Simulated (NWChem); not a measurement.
**Total energies of H$_{2}$BO$_{2}$**

```
B
O 1 1.3467
H 2 0.9746 1 115.61
O 1 1.3467 2 129.07 3 0.00
H 4 0.9746 1 115.61 2 0.00
```
Charge 0, spin multiplicity 2.

The numbers come from NWChem runs, not from measurements. All single points use one geometry, from UB3LYP/def2-SVP, a minimum by its harmonic frequencies. It is one conformer; others weren't searched.

Basis set: cc-pVTZ (118 functions).

| method | total energy (Ha) | relative cost |
|---|---|---|
| UHF | -175.68530 | 1 |
| UMP2 | -176.24138 | under 3 |
| UB2PLYP | -176.47302 | under 3 |
| UPBE | -176.39400 | under 3 |
| UB3LYP | -176.59888 | under 3 |
| UTPSS | -176.61042 | under 3 |

Total energies of different functionals aren't comparable as a measure of quality: only differences taken within one method are. Relative cost: rough, from shared machines, SCF included, UHF = 1.

The correlated methods keep 3 core orbitals frozen. B3LYP has NWChem's definition, with VWN1-RPA local correlation. The structure started from a generated list of species. The unpaired electrons of the parent sit in orbitals of symmetry a1 (C2v labels of the run); other states weren't searched. No SCF solution was tested for a lower state. Open-shell Hartree-Fock references start from PBE0 orbitals; any time given for them includes that run.
